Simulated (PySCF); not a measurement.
C₄H₃NOS, SMILES s1ccnc1C=O.

Geometry optimised at PBE0-D3(BJ)/def2-SVP. The values are those of a single conformer.

The numbers are results of PBE/def2-TZVP (PySCF), not measurements.

Gas-phase values at a fixed geometry.

### Question
Estimate the frontier levels, gap, dipole moment and polarisability. (The exact figures need the calculation; the answer reports its results.)

### Answer

```yaml
highest_occupied_level: -6.25 eV
lowest_empty_level: -3.32 eV
orbital_gap: 2.94 eV
dipole_moment: 3.25 D
quadrupole, principal values (traceless, Buckingham form, about the centre of nuclear charge): -5.75, -0.68, 6.43 D·Å
mean_static_polarisability: 74.3 bohr³ (11.02 Å³)
polarisability_principal_values: 40.5, 79.7, 102.8 bohr³
```
